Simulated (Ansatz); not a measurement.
```yaml
crystal:
  periodic: [false, false, false]
  atoms:
    - {symbol: Sb, position_ang: [-3.174770, 1.935043, 0.755843]}
    - {symbol: Sb, position_ang: [-0.858538, -2.292149, 1.468045]}
    - {symbol: Sb, position_ang: [-1.990018, -2.699881, -0.923936]}
    - {symbol: Sb, position_ang: [2.683129, 2.021241, -0.086381]}
    - {symbol: Sb, position_ang: [-2.036693, 3.852912, -0.409987]}
    - {symbol: Sb, position_ang: [2.810793, 0.512483, 1.963843]}
    - {symbol: In, position_ang: [-1.937762, -0.220028, -0.145790]}
    - {symbol: In, position_ang: [-0.120054, 0.852854, 1.907507]}
    - {symbol: In, position_ang: [0.677326, -3.806915, -0.862025]}
    - {symbol: In, position_ang: [1.684848, -1.659473, 0.959102]}
    - {symbol: In, position_ang: [0.058266, 2.391584, -0.426248]}
    - {symbol: In, position_ang: [3.493247, -0.498955, -1.150630]}
    - {symbol: In, position_ang: [-0.059105, -1.053154, -2.777905]}
    - {symbol: F, position_ang: [-2.143935, 1.560381, 2.418638]}
    - {symbol: F, position_ang: [-0.511422, 0.593208, -1.476255]}
    - {symbol: F, position_ang: [1.424699, -1.489142, -1.213838]}
basis:
  gaussian: {orbitals: def2-SVP, fitting: {mean_field: def2-universal-jkfit}}
hamiltonian: {xc: {name: PBEsol}, dispersion: d3bjatm}
scf: {omitted_lower_state_checks: [starts]}
output: {forces: true}
```

```sh
$ ansatz run in.yaml --threads 2 --pin off --events-out ev --progress --plain --max-ram 32768MiB --backend cuda --devices 0, --max-vram 18GiB
```

It prints (some lines left out):

```
Functional definition: PBEsol
3065 factors; integrals over basis functions are off by at most 8.3e-2 eV
mean field evaluation 1: about -83480.3709 eV, gradient 6.1e1 eV
mean field evaluation 2: about -83392.8974 eV, gradient 2.0e2 eV
mean field evaluation 4: about -83486.1836 eV, gradient 2.3e1 eV
mean field evaluation 8: about -83488.2123 eV, gradient 1.9e0 eV
mean field evaluation 16: about -83488.2234 eV, gradient 7.0e-3 eV
mean field -83488.22340227 eV, -3068.1356196832 hartree, gradient 4.0e-5 eV, S^2 0.000000; 0 other end points of the search recorded, 0 dependent functions left out
reference -83488.22345659 eV, -3068.1356216793 hartree; 156, 156 occupied and 224, 224 virtual orbitals, 3065 factors
Total energy: -83489.51099327 eV, -3068.1829377797 hartree
Atom 0 at    -3.174770     1.935043     0.755843 Å, force    -3.419853    -0.509932    -0.281123 eV/Å
Atom 1 at    -0.858538    -2.292149     1.468045 Å, force    -0.409147    -0.781086     2.347578 eV/Å
Atom 2 at    -1.990018    -2.699881    -0.923936 Å, force    -1.540700    -1.862214    -1.828483 eV/Å
Atom 3 at     2.683129     2.021241    -0.086381 Å, force     0.989226     2.003880    -1.679276 eV/Å
Atom 4 at    -2.036693     3.852912    -0.409987 Å, force    -0.232478     3.236615    -1.296530 eV/Å
Atom 5 at     2.810793     0.512483     1.963843 Å, force     1.269466    -0.396226     2.829507 eV/Å
Atom 6 at    -1.937762    -0.220028    -0.145790 Å, force    -1.074894     0.292947     0.340547 eV/Å
Atom 7 at    -0.120054     0.852854     1.907507 Å, force     0.686850    -0.194188     0.679898 eV/Å
Atom 8 at     0.677326    -3.806915    -0.862025 Å, force     0.492370    -0.864775    -0.205025 eV/Å
Atom 9 at     1.684848    -1.659473     0.959102 Å, force     0.921994    -1.059740     0.564767 eV/Å
Atom 10 at     0.058266     2.391584    -0.426248 Å, force     0.782379     0.722113    -0.059745 eV/Å
Atom 11 at     3.493247    -0.498955    -1.150630 Å, force     1.177092    -0.246381    -0.599694 eV/Å
Atom 12 at    -0.059105    -1.053154    -2.777905 Å, force    -0.140404    -0.691573    -2.023506 eV/Å
Atom 13 at    -2.143935     1.560381     2.418638 Å, force     0.201526    -0.017324     2.448471 eV/Å
Atom 14 at    -0.511422     0.593208    -1.476255 Å, force     0.373786     0.412826    -0.885878 eV/Å
Atom 15 at     1.424699    -1.489142    -1.213838 Å, force    -0.077214    -0.044940    -0.351508 eV/Å
Dipole moment:     0.258573    -0.671085    -0.124124 e Å
Checks for a lower state left out: starts
```

Hardware: 2 threads of AMD EPYC 7R13 on a shared host and a share (18 GiB) of an NVIDIA H100 80GB HBM3. Wall time 9.5 s, peak host memory 0.94 GiB.

In the def2 sets In, Sb take a core potential; there is no spin–orbit coupling. The restricted singlet is unstable towards broken spin symmetry in Hartree–Fock (as tested in another run); at RKS PBEsol-D3(BJ)-ATM/def2-SVP this wasn't settled.
